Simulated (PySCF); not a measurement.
CsF.
Numbering: `[F:1][Cs:2]`

Structure used (PBE0-D3(BJ)/def2-SVP), in Å, numbered top down from 1:
```xyz
2
CsF angstrom
F      1.1890   -0.1854    0.0825
Cs    -1.1721    0.1563   -0.0939
```

Computed with PBE0-D3(BJ)/def2-SVP geometry optimisation, gas phase, def2 core potentials past Kr in PySCF.

Masses are those of the commonest isotopes; rigid-rotor values at the optimised geometry. 

(1) What are the moment of inertia and the rotational constant?

(2) List the first levels of a rigid rotor in a Σ state.

(3) Where do the first rotational lines fall?

(4) Estimate the classical rotational partition function at 10 K, 200 K and 298.15 K.

Results:

(1) I = 95.128 u·Å², B = 505379 MHz·u·Å²/I = 5313 MHz (0.1772 cm⁻¹, or 0.255 K as hB/k). For two atoms I = μr² with μ = 16.6223 u and r = 2.3923 Å.

(2) E(J) = BJ(J+1): J = 1: 0.354, J = 2: 1.063, J = 3: 2.127, J = 4: 3.544, J = 5: 5.316, J = 6: 7.443 cm⁻¹.

(3) The dipole is 7.68 D; J+1 ← J lies at 2B(J+1): 1 ← 0 at 10.63 GHz, 2 ← 1 at 21.25 GHz, 3 ← 2 at 31.88 GHz, 4 ← 3 at 42.50 GHz, 5 ← 4 at 53.13 GHz, 6 ← 5 at 63.75 GHz.

(4) Point group C∞v, symmetry number σ = 1; q = kT/(σhB), k/h = 20836.6 MHz/K: 39.2 at 10 K, 784 at 200 K, 1170 at 298.15 K.

No PBE0-D3(BJ)/def2-SVP frequencies stand behind this structure, so it isn't proved a minimum. These are rigid-rotor constants of the computed structure; measured ground-state constants (B0) also hold zero-point vibration.
